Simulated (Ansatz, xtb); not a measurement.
A geometry optimisation of CH2BGa+ with r2SCAN-D4/def2-SVP

The starting geometry of this gas-phase doublet has its atoms placed at random.

```xyz
5

C     0.9803   -0.3490    1.5247
B    -0.4245   -0.0174   -1.1389
Ga   -0.8303   -0.6605    0.8354
H    -0.5756    0.5016    1.5263
H     1.1685   -1.0189    0.5762
```

Q: Guess where an optimisation with r2SCAN-D4/def2-SVP ends from this start.

A: It ends as a structure given below by its coordinates. Distances that change by over a tenth: C1–Ga3 (1.96 → 2.36 Å). Contacts that open: B2–Ga3 (2.12 → 3.26 Å), Ga3–H4 (1.38 → 2.75 Å). Contacts that close: C1–B2 (3.03 → 1.43 Å), C1–H4 (1.77 → 1.11 Å).

The energy falls by 8.87 eV over 29 steps:

```csv
step,E − E(last) (eV)
1,8.874
4,5.591
7,3.927
10,3.423
13,3.327
17,2.593
20,0.458
23,0.173
26,0.008
29,0.000
```

Final geometry (Å):

```xyz
5

C     0.2752   -0.1279    0.6182
B     0.2429    0.4197   -0.6984
Ga   -1.4342   -1.6625    1.1662
H     0.0893    0.6092    1.4224
H     1.1453   -0.7827    0.8152
```

From the same start GFN2-xTB reaches the same bonding as this run.

From so rough a start the end depends on the optimiser's path, so another program may land elsewhere. The end wasn't checked by frequencies. Open shells are spin-unrestricted. Run with Ansatz 0.2.0, 4.9 min on 1 thread of Intel(R) Xeon(R) Platinum 8259CL CPU @ 2.50GHz (Skylake/Cascade Lake), on a shared host.
